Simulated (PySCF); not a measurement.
Species: difluorochloroborane, BClF₂.
Numbering: `[F:1][B:2]([F:3])[Cl:4]`

Computed by this run: PySCF, PBE0-D3(BJ)/def2-SVP geometry optimisation, gas phase; density fitting, grid level 1; the optimiser is geomeTRIC in internal coordinates, started from a GFN2-xTB structure with every atom displaced at random (about 0.03 Å).

Step 1: E = -18618.2845 eV
```
atom  x, y, z in Å  |  force x, y, z in eV/Å
F1     -0.8436   -1.0703   -0.2976   -0.144  -0.002  -0.346
B2     -0.0641   -0.0200   -0.3209   -0.017   0.299   0.775
F3     -0.5289    1.1544   -0.6820    0.037  -0.306  -0.236
Cl4     1.5404   -0.1449    0.3526    0.125   0.008  -0.193
```

Step 2: E = -18618.2627 eV
```
atom  x, y, z in Å  |  force x, y, z in eV/Å
F1     -0.8383   -1.0672   -0.3354   -0.351  -0.187   0.217
B2     -0.0885   -0.0040   -0.2255    0.153  -0.486  -0.709
F3     -0.5026    1.1260   -0.7051   -0.544   0.765  -0.042
Cl4     1.5331   -0.1357    0.3182    0.742  -0.092   0.533
```

Step 3: E = -18618.3124 eV
```
atom  x, y, z in Å  |  force x, y, z in eV/Å
F1     -0.8506   -1.0641   -0.3248   -0.027  -0.041   0.062
B2     -0.0742   -0.0111   -0.2624    0.058  -0.042  -0.182
F3     -0.5270    1.1366   -0.7006   -0.012   0.076   0.069
Cl4     1.5555   -0.1423    0.3399   -0.019   0.006   0.051
```

Question: Estimate the geometry and energy of step 4. (The exact step hangs on the optimiser's Hessian estimate; all steps are aligned on step 3, rigid shifts and turns removed.)

Answer: E = -18618.3139 eV, largest force 0.060 eV/Å
```
atom  x, y, z in Å  |  force x, y, z in eV/Å
F1     -0.8500   -1.0679   -0.3182   -0.027   0.036  -0.040
B2     -0.0724   -0.0139   -0.2761    0.014   0.006   0.038
F3     -0.5246    1.1419   -0.6954   -0.030  -0.031  -0.006
Cl4     1.5507   -0.1410    0.3420    0.044  -0.010   0.008
```

The energy changes by -0.0015 eV. The first-order estimate −F·Δx gives -0.0042 eV and the mean of the old and new forces, exact on a quadratic surface, -0.0014 eV. The step makes an angle of 21° with the force vector and moves no atom by more than 0.014 Å.

What follows is the cost of the whole optimisation. On an Arm Neoverse V2 with one thread, on a shared host, this took 5.9 s wall and 0.26 GiB of memory at its peak.
